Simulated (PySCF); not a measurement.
O₂P₂, SMILES o1p2op12. Atoms are numbered in the order given.

```xyz
4

P      0.0000     0.0000     1.2608
P      0.0000     0.0000    -1.2608
O      0.0000    -1.1126     0.0000
O      0.0000     1.1126     0.0000
```

Geometry optimised at B3LYP-D3(BJ)/def2-SVP.

The numbers are results of B3LYP/pcJ-1 (PySCF), not measurements.

Isotropic couplings with Fermi-contact, spin-dipole and both spin-orbit terms, one fixed conformer, no vibrational averaging. Isotopes: 31P.

Computed spin–spin coupling constants:
```tsv
pair	bonds apart	J (Hz)
P1–P2	1	-1117.9
```
